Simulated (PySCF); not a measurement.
**Si²⁺: excitation energy**

Si²⁺ [Ne] 3s2 (1S) → Si²⁺ [Ne] 3p2 (3P), as a difference of total energies. All numbers are calculated (PySCF 2.14, scalar relativity by spin-free X2C-1e, in x2c-QZVPPall). Correlated levels: valence: [Ne] frozen. The calculations carry no spin-orbit coupling.

```
           method  excitation energy (eV)
              UHF                  15.047
    MP2 (valence)                  15.764
SCS-MP2 (valence)                  16.074
   CCSD (valence)                  15.996
```

Question: How much does correlation contribute at MP2 (valence)?

Answer: 15.764 − (15.047) = 0.717 eV, measured against UHF.

A first-order spin-orbit estimate (lowest level to lowest level, LS coupling) adds -0.027 eV.

The basis was made for the ground configuration and has no added diffuse functions, so the excitation energy can come out too high.

With two correlated electrons CCSD is exact in that space.
